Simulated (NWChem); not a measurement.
System: BHOF cation; SMILES [OH+]=BF

The following NWChem deck was run.

```
start job
memory heap 200 mb stack 700 mb global 900 mb
charge 1
geometry units angstroms noautosym nocenter noautoz
  O      0.000340    -1.186309     0.000000
  B     -0.000184     0.038282     0.000000
  F      0.000077     1.278807     0.000000
  H     -0.003901    -2.155234     0.000000
end
basis spherical
  * library def2-svp
end
dft
  xc b3lyp
  iterations 150
end
property
  efieldgrad
end
task dft property
```

NWChem printed, in part:

```
             Northwest Computational Chemistry Package (NWChem) 7.3.0
             --------------------------------------------------------

                             Geometry "geometry" -> ""
                             -------------------------

 Output coordinates in angstroms (scale by  1.889725989 to convert to a.u.)

  No.       Tag          Charge          X              Y              Z
 ---- ---------------- ---------- -------------- -------------- --------------
    1 O                    8.0000     0.00034000    -1.18630900     0.00000000
    2 B                    5.0000    -0.00018400     0.03828200     0.00000000
    3 F                    9.0000     0.00007700     1.27880700     0.00000000
    4 H                    1.0000    -0.00390100    -2.15523400     0.00000000

 Effective nuclear repulsion energy (a.u.)      58.8991376225

                              NWChem Property Module
                              ----------------------

  itol2e modified to match energy
  convergence criterion.

                                 NWChem DFT Module
                                 -----------------

 Summary of "ao basis" -> "ao basis" (spherical)
 ------------------------------------------------------------------------------
       Tag                 Description            Shells   Functions and Types
 ---------------- ------------------------------  ------  ---------------------
 O                          def2-svp                 6       14   3s2p1d
 B                          def2-svp                 6       14   3s2p1d
 F                          def2-svp                 6       14   3s2p1d
 H                          def2-svp                 3        5   2s1p

  itol2e modified to match energy
  convergence criterion.

            General Information
            -------------------
          SCF calculation type: DFT
          Wavefunction type:  closed shell.
          No. of atoms     :     4
          No. of electrons :    22
           Alpha electrons :    11
            Beta electrons :    11
          Charge           :     1
          Spin multiplicity:     1
          Use of symmetry is: off; symmetry adaption is: off
          Maximum number of iterations: 150
          AO basis - number of functions:    47
                     number of shells:    21
          Convergence on energy requested:  1.00D-07
          Convergence on density requested:  1.00D-05
          Convergence on gradient requested:  5.00D-04

              XC Information
              --------------
                         B3LYP Method XC Potential
                     Hartree-Fock (Exact) Exchange  0.200
                        Slater Exchange Functional  0.800 local
                    Becke 1988 Exchange Functional  0.720 non-local
              Lee-Yang-Parr Correlation Functional  0.810
                  VWN I RPA Correlation Functional  0.190 local

             Grid Information
             ----------------
          Grid used for XC integration:  fine
          Radial quadrature: Mura-Knowles
          Angular quadrature: Lebedev.
          Tag              B.-S. Rad. Rad. Pts. Rad. Cut. Ang. Pts.
          ---              ---------- --------- --------- ---------
          O                   0.60       70           7.0       590
          B                   0.85       70           8.0       590
          F                   0.50       70          10.0       590
          H                   0.35       60           9.0       590
          Grid pruning is: on
          Number of quadrature shells:   270
          Spatial weights used:  Erf1

      Superposition of Atomic Density Guess
      -------------------------------------

 Sum of atomic energies:        -198.98693891

 Renormalizing density from      23.00 to     22

      Non-variational initial energy
      ------------------------------

 Total energy =    -194.242125
 1-e energy   =    -373.724451
 2-e energy   =     120.583189
 HOMO         =      -1.012230
 LUMO         =      -0.357097

   convergence    iter        energy       DeltaE   RMS-Dens  Diis-err
 ---------------- ----- ----------------- --------- --------- ---------
 d= 0,ls=0.0,diis     1   -199.8813259336 -2.59D+02  3.70D-02  2.76D+00
 d= 0,ls=0.0,diis     2   -199.5121759579  3.69D-01  2.43D-02  7.16D+00
 d= 0,ls=0.0,diis     3   -200.1213638164 -6.09D-01  2.37D-03  1.63D-02
 d= 0,ls=0.0,diis     4   -200.1231739638 -1.81D-03  5.96D-04  1.54D-03
 d= 0,ls=0.0,diis     5   -200.1233058751 -1.32D-04  1.56D-04  2.47D-04
  Resetting Diis
 d= 0,ls=0.0,diis     6   -200.1233278522 -2.20D-05  2.66D-05  1.21D-05
 d= 0,ls=0.0,diis     7   -200.1233288033 -9.51D-07  1.05D-05  1.67D-07
 d= 0,ls=0.0,diis     8   -200.1233287905  1.28D-08  5.57D-06  3.02D-07

         Total DFT energy =     -200.123328790521
      One electron energy =     -385.436869221793
           Coulomb energy =      149.639311169006
    Exchange-Corr. energy =      -23.224908360254
 Nuclear repulsion energy =       58.899137622519

 Numeric. integr. density =       21.999999988981

                       DFT Final Molecular Orbital Analysis
                       ------------------------------------

 Vector    9  Occ=2.000000D+00  E=-8.000758D-01
              MO Center= -7.8D-06,  8.6D-01, -3.3D-08, r^2= 1.1D+00
   Bfn.  Coefficient  Atom+Function         Bfn.  Coefficient  Atom+Function
  ----- ------------  ---------------      ----- ------------  ---------------
    32      0.588716  3 F  px                35     -0.350012  3 F  px
    18      0.261288  2 B  px                 4     -0.196718  1 O  px
     7     -0.107422  1 O  px                21     -0.052838  2 B  px
    24     -0.029165  2 B  d -2

[...]

          -----------------------
          Electric field gradient
          -----------------------

 1 a.u. = 0.324123 10**(16) esu/cm**3  ( or statvolts/cm**2 ) = 0.97174 10**(22) v/m**2

 ------------------------------------------------------------
   Atom      X         Y         Z
 ------------------------------------------------------------
    1 O    0.00064  -2.24180   0.00000
 ------------------------------------------------------------

 Electric field gradient in molecular frame (a.u.)
         XX             YY             ZZ             XY             XZ             YZ
 ------------------------------------------------------------------------------------------
        0.687191      -1.374406       0.687215      -0.005313      -0.000000       0.000000

 Principal components (a.u.) and orientation
 of principal axis w.r.t. absolute frame                      Asymmetry parameter eta
 --------------------------------------------------------------------------------------
       -1.374420       0.687215       0.687205                       0.000007

        0.002577      -0.000334       0.999997
        0.999997       0.000001      -0.002577
       -0.000000       1.000000       0.000334

 ------------------------------------------------------------
   Atom      X         Y         Z
 ------------------------------------------------------------
    2 B   -0.00035   0.07234   0.00000
 ------------------------------------------------------------

 Electric field gradient in molecular frame (a.u.)
         XX             YY             ZZ             XY             XZ             YZ
 ------------------------------------------------------------------------------------------
       -0.155899       0.311795      -0.155896       0.000402       0.000000      -0.000000

 Principal components (a.u.) and orientation
 of principal axis w.r.t. absolute frame                      Asymmetry parameter eta
 --------------------------------------------------------------------------------------
        0.311795      -0.155899      -0.155896                       0.000010

        0.000859       1.000000       0.000103
        1.000000      -0.000859      -0.000000
       -0.000000      -0.000103       1.000000

 ------------------------------------------------------------
   Atom      X         Y         Z
 ------------------------------------------------------------
    3 F    0.00015   2.41659   0.00000
 ------------------------------------------------------------

 Electric field gradient in molecular frame (a.u.)
         XX             YY             ZZ             XY             XZ             YZ
 ------------------------------------------------------------------------------------------
        0.612153      -1.224312       0.612159      -0.000450      -0.000000      -0.000000

 Principal components (a.u.) and orientation
 of principal axis w.r.t. absolute frame                      Asymmetry parameter eta
 --------------------------------------------------------------------------------------
       -1.224312       0.612159       0.612153                       0.000005

        0.000245      -0.000074       1.000000
        1.000000       0.000000      -0.000245
        0.000000       1.000000       0.000074

 ------------------------------------------------------------
   Atom      X         Y         Z
 ------------------------------------------------------------
    4 H   -0.00737  -4.07280   0.00000
 ------------------------------------------------------------

 Electric field gradient in molecular frame (a.u.)
         XX             YY             ZZ             XY             XZ             YZ
 ------------------------------------------------------------------------------------------
        0.209838      -0.419688       0.209850      -0.002766      -0.000000      -0.000000

 Principal components (a.u.) and orientation
 of principal axis w.r.t. absolute frame                      Asymmetry parameter eta
 --------------------------------------------------------------------------------------
       -0.419700       0.209850       0.209850                       0.000001

        0.004394      -0.000036       0.999990
        0.999990       0.000000      -0.004394
        0.000000       1.000000       0.000036
```

Level: B3LYP/def2-SVP. Geometry: optimised at PBE0/def2-SVP. NWChem prints the field gradient with the sign opposite to the second derivative of the potential.
